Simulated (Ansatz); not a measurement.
System: C$_{4}$H$_{5}$SSi, net charge 0, doublet state. It need not be the lowest isomer of its formula. 
Coordinates optimised at B3LYP-D3(BJ)/def2-TZVP (Ansatz, a quantum-chemistry and plane-wave program):
```
C
C 1 1.3487
C 2 1.4075 1 119.45
C 3 1.3690 2 109.20 1 0.00
H 4 1.0788 3 127.86 2 179.97
H 3 1.0788 4 124.84 5 -0.01
S 4 1.7196 5 120.00 3 179.95
Si 1 1.8575 2 129.88 3 179.85
H 8 1.4778 1 107.84 2 1.76
H 8 1.4809 9 109.96 1 -120.47
H 8 1.4810 9 109.88 10 -118.96
```
Charge 0, spin multiplicity 2.

Basis-set convergence of Hartree-Fock and MP2 correlation energies (hartree) with Ansatz. Correlated levels leave the core frozen unless marked. UHF or UKS for open shells. Spin-orbit coupling is left out. No relativistic terms.

The UHF reference is spin-contaminated (<S^2> 0.36 over the pure value in the largest basis). 

```
basis        functions       E(HF)  E(corr, MP2)
-----------  ---------  ----------  ------------
cc-pV(D+d)Z        127  -840.78521      -0.70465
cc-pV(T+d)Z        268  -840.85111      -0.87089
cc-pV(Q+d)Z        498  -840.86786      -0.93266
```

Extrapolating the two largest sets (X = 3 and 4) as X^-3: E(corr) = (64·(-0.93266) - 27·(-0.87089))/37 = -0.9777 Eh, an estimate of the basis-set limit. The largest set recovers 95.4 % of it, the smallest 72.1 %.
